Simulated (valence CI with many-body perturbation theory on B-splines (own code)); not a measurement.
E1 line list for Ta LX

Level of theory: configuration interaction combined with many-body perturbation theory (CI+MBPT): four valence electrons over a frozen Dirac-Fock core [Ne], a basis of 11 s, 11 p, 9 d, 7 f, 5 g, 2 h, 1 i functions for each j, with the one-electron correlation potential Σ1 (screened to all orders), the two-electron term Σ2, the three-electron term Σ3, Breit, model QED; selected single and double excitations, second order for the rest (own B-spline code, finite nucleus).

The last digits are not significant, and no measured levels were compared; by estimate large intervals hold to a few tenths of a per cent, small ones and those within an open d or f shell to about a per cent.

Lines 151 to 200 of 236 in falling wavelength, among levels below 1213.0 eV, chosen from the strongest by gf and those to the six lowest levels. Wavelengths and rates use the calculated energies. Electric multipoles are in the length gauge, E1 and E2 with the static RPA response of the core. Weak lines are less certain than strong ones. Lines between different terms over intervals too small for the method are left out, as are lines whose strength nearly cancels. The highest levels of a list are the least certain.

Levels are named by their leading jj configuration (3d3/2^4 stands for four electrons in 3d with j = 3/2), which in mixed levels can hold well under half, so a name can repeat and another be missing. Letters in brackets count levels of one name in rising energy.

```tsv
λ vac (nm)	Upper	Lower	A (s⁻¹)	S (a.u.) with core polarisation	S without
2.328	(3s 3p1/2 3p3/2 3d3/2) J=3 [a]	(3s 3p1/2^2 3p3/2) J=2	3.96e+10	1.73e-03	1.75e-03
2.315	(3s 3p1/2 3p3/2 3d5/2) J=2 [d]	(3s^2 3p1/2 3d5/2) J=3	1.74e+12	5.32e-02	5.40e-02
2.314	(3s 3p1/2 3p3/2 3d3/2) J=2 [c]	(3s 3p1/2^2 3p3/2) J=1	6.79e+10	2.08e-03	2.11e-03
2.311	(3s 3p1/2 3p3/2 3d3/2) J=2 [b]	(3s 3p1/2^2 3p3/2) J=2	4.03e+11	1.23e-02	1.24e-02
2.310	(3s 3p1/2 3p3/2 3d5/2) J=2 [d]	(3s^2 3p1/2 3d5/2) J=2	4.64e+11	1.41e-02	1.43e-02
2.307	(3s 3p1/2 3p3/2^2) J=1 [b]	(3s^2 3p1/2 3p3/2) J=1	7.50e+11	1.36e-02	1.38e-02
2.283	(3s 3p3/2^3) J=1	(3s^2 3p3/2^2) J=2	3.12e+12	5.51e-02	5.59e-02
2.269	(3s 3p1/2 3p3/2 3d3/2) J=1 [b]	(3s 3p1/2^2 3p3/2) J=1	7.27e+10	1.26e-03	1.28e-03
2.262	(3s 3p1/2 3p3/2 3d3/2) J=2 [d]	(3s 3p1/2^2 3p3/2) J=1	7.42e+10	2.12e-03	2.15e-03
2.252	(3s 3p1/2 3p3/2 3d5/2) J=2 [b]	(3s^2 3p1/2 3d3/2) J=1	6.73e+11	1.90e-02	1.93e-02
2.245	(3s 3p1/2 3p3/2 3d3/2) J=1 [d]	(3s^2 3p1/2 3d3/2) J=2	1.29e+11	2.17e-03	2.20e-03
2.243	(3s 3p1/2 3p3/2 3d3/2) J=1 [c]	(3s 3p1/2^2 3p3/2) J=1	1.02e+11	1.71e-03	1.73e-03
2.234	(3s 3p1/2 3p3/2 3d3/2) J=2 [e]	(3s^2 3p1/2 3d3/2) J=2	9.47e+11	2.61e-02	2.65e-02
2.208	(3s^2 3d3/2^2) J=2	(3s^2 3p1/2 3d3/2) J=1	3.09e+12	8.20e-02	8.32e-02
2.202	(3s 3p1/2 3p3/2 3d3/2) J=2 [c]	(3s 3p1/2^2 3p3/2) J=2	3.13e+11	8.26e-03	8.38e-03
2.178	(3s^2 3p3/2 3d3/2) J=3	(3s^2 3p1/2 3p3/2) J=2	2.03e+12	7.26e-02	7.37e-02
2.178	(3s 3p1/2 3p3/2 3d3/2) J=3 [b]	(3s 3p1/2^2 3p3/2) J=2	1.90e+12	6.77e-02	6.87e-02
2.176	(3s 3p1/2 3p3/2 3d5/2) J=2 [a]	(3s^2 3p1/2 3d3/2) J=2	6.80e+09	1.73e-04	1.75e-04
2.172	(3s^2 3d3/2 3d5/2) J=3	(3s^2 3p1/2 3d5/2) J=3	2.10e+12	7.42e-02	7.53e-02
2.168	(3s^2 3d3/2 3d5/2) J=3	(3s^2 3p1/2 3d5/2) J=2	1.22e+12	4.28e-02	4.34e-02
2.163	(3s^2 3p3/2 3d3/2) J=2	(3s^2 3p1/2 3p3/2) J=2	3.06e+12	7.63e-02	7.75e-02
2.161	(3s 3p1/2 3p3/2 3d3/2) J=1 [b]	(3s 3p1/2^2 3p3/2) J=2	2.06e+12	3.07e-02	3.12e-02
2.161	(3s^2 3p3/2 3d3/2) J=1	(3s^2 3p1/2 3p3/2) J=2	3.23e+11	4.83e-03	4.90e-03
2.154	(3s 3p1/2 3p3/2 3d3/2) J=2 [d]	(3s 3p1/2^2 3p3/2) J=2	2.74e+12	6.75e-02	6.85e-02
2.151	(3s 3p1/2 3p3/2 3d3/2) J=1 [d]	(3s 3p1/2^2 3p3/2) J=1	3.53e+12	5.20e-02	5.28e-02
2.143	(3s 3p1/2 3p3/2 3d3/2) J=3 [c]	(3s 3p1/2^2 3p3/2) J=2	1.30e+11	4.42e-03	4.49e-03
2.141	(3s 3p1/2 3p3/2 3d3/2) J=2 [e]	(3s 3p1/2^2 3p3/2) J=1	1.26e+12	3.05e-02	3.09e-02
2.139	(3s 3p1/2 3p3/2 3d5/2) J=3 [a]	(3s^2 3p1/2 3d3/2) J=2	8.55e+08	2.89e-05	2.93e-05
2.139	(3s 3p1/2 3p3/2 3d5/2) J=0 [a]	(3s^2 3p1/2 3d3/2) J=1	2.30e+12	1.11e-02	1.13e-02
2.137	(3s 3p1/2 3p3/2 3d3/2) J=1 [c]	(3s 3p1/2^2 3p3/2) J=2	1.18e+11	1.71e-03	1.74e-03
2.133	(3s 3p1/2 3p3/2 3d3/2) J=0 [b]	(3s 3p1/2^2 3p3/2) J=1	2.21e+12	1.06e-02	1.07e-02
2.129	(3s^2 3p3/2 3d3/2) J=2	(3s^2 3p1/2 3p3/2) J=1	1.30e+12	3.10e-02	3.14e-02
2.127	(3s^2 3p3/2 3d3/2) J=1	(3s^2 3p1/2 3p3/2) J=1	3.13e+12	4.46e-02	4.53e-02
2.122	(3s^2 3p3/2 3d3/2) J=0	(3s^2 3p1/2 3p3/2) J=1	2.92e+12	1.38e-02	1.40e-02
2.121	(3s^2 3p1/2 3d3/2) J=1	(3s^2 3p1/2^2) J=0	4.15e+12	5.85e-02	5.94e-02
2.115	(3s 3p1/2 3p3/2 3d5/2) J=0 [b]	(3s^2 3p1/2 3d3/2) J=1	4.58e+12	2.14e-02	2.17e-02
2.102	(3s 3p1/2 3p3/2 3d5/2) J=3 [b]	(3s^2 3p1/2 3d3/2) J=2	2.32e+09	7.43e-05	7.54e-05
2.100	(3s 3p1/2 3p3/2 3d5/2) J=1 [a]	(3s^2 3p1/2 3d3/2) J=2	2.34e+10	3.21e-04	3.26e-04
2.089	(3s 3p1/2 3p3/2 3d5/2) J=2 [b]	(3s^2 3p1/2 3d3/2) J=2	3.79e+11	8.54e-03	8.66e-03
2.087	(3s 3p1/2 3p3/2 3d5/2) J=2 [a]	(3s 3p1/2^2 3p3/2) J=1	2.34e+10	5.25e-04	5.33e-04
2.054	(3s 3p1/2 3p3/2 3d3/2) J=1 [d]	(3s 3p1/2^2 3p3/2) J=2	1.12e+10	1.44e-04	1.46e-04
2.052	(3s^2 3d3/2^2) J=2	(3s^2 3p1/2 3d3/2) J=2	1.89e+12	4.03e-02	4.10e-02
2.051	(3s 3p1/2 3p3/2 3d5/2) J=3 [c]	(3s^2 3p1/2 3d3/2) J=2	1.00e+09	2.99e-05	3.03e-05
2.045	(3s 3p1/2 3p3/2 3d3/2) J=2 [e]	(3s 3p1/2^2 3p3/2) J=2	2.36e+11	4.98e-03	5.05e-03
2.033	(3s 3p1/2 3p3/2 3d5/2) J=1 [b]	(3s^2 3p1/2 3d3/2) J=2	3.93e+08	4.88e-06	4.94e-06
2.018	(3s 3p1/2 3p3/2 3d5/2) J=1 [a]	(3s 3p1/2^2 3p3/2) J=1	3.37e+11	4.10e-03	4.17e-03
2.008	(3s 3p1/2 3p3/2 3d5/2) J=2 [b]	(3s 3p1/2^2 3p3/2) J=1	5.29e+10	1.06e-03	1.07e-03
1.995	(3s 3p1/2 3p3/2 3d5/2) J=2 [a]	(3s 3p1/2^2 3p3/2) J=2	8.55e+10	1.68e-03	1.70e-03
1.994	(3s 3p1/2 3p3/2 3d5/2) J=1 [c]	(3s^2 3p1/2 3d3/2) J=2	2.60e+09	3.05e-05	3.10e-05
1.989	(3s 3p1/2 3p3/2 3d5/2) J=3 [d]	(3s^2 3p1/2 3d3/2) J=2	2.58e+06	7.02e-08	6.73e-08
```
